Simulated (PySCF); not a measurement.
**Excitation energy of Ge²⁺ by level of theory**

Ge²⁺ [Ar] 3d10 4s2 (1S) → Ge²⁺ [Ar] 3d9 4s2 4p1 (high-spin determinant), as a difference of total energies. All numbers are calculated (PySCF 2.14, scalar relativity by spin-free X2C-1e, in aug-cc-pVDZ-DK (6s5p3d, 36 functions)). The calculations carry no spin-orbit coupling.

```csv
method,excitation energy (cm⁻¹)
UHF,265670
LDA,280960
PBE,277020
PBE0,275630
r2SCAN,275990
BHandHLYP,273950
M06-L,280210
r2SCANh,275550
TPSSh,274110
```

A first-order spin-orbit estimate (lowest level to lowest level, LS coupling) adds -0.124 eV.

The upper state lies above the first ionisation limit, where it may autoionise and the basis confines it.

The determinant of the upper state mixes LS terms, which raises its energy above the lowest term, most at the Hartree-Fock and MP2 levels.
